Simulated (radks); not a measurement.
The numbers below are computed, except where a source is named.
Initial-state core-level shifts of neutral calcium when its valence configuration changes from [Ar] 4s2. Code: a radial shooting solver on a logarithmic mesh with Libxc functionals. Model: non-relativistic Kohn-Sham, TPSS, spin-unpolarised, spherical densities, point nucleus; meta-GGA in the generalised Kohn-Sham scheme. Shifts are changes of the shell-averaged eigenvalues in eV (positive: less bound); the change of the density at the nucleus, which sets a Mossbauer isomer shift, is in e/bohr^3, on a base of 5325.

valence              2s      2p      3s      3p  density at nucleus
3d1 4s1          +2.656  +2.608  +2.356  +2.187             -2.4127
4s1 4p1          -1.372  -1.371  -1.341  -1.323             -1.5956
3d0.5 4s1.5      +1.744  +1.715  +1.537  +1.434             -1.3879
3d1.5 4s0.5      +3.087  +3.024  +2.737  +2.522             -3.2744
3d2              +3.267  +3.191  +2.884  +2.630             -4.0733
4p2              -2.666  -2.665  -2.597  -2.560             -3.3015
3d1 4s0.5 4p0.5  +2.238  +2.186  +1.917  +1.742             -3.1715
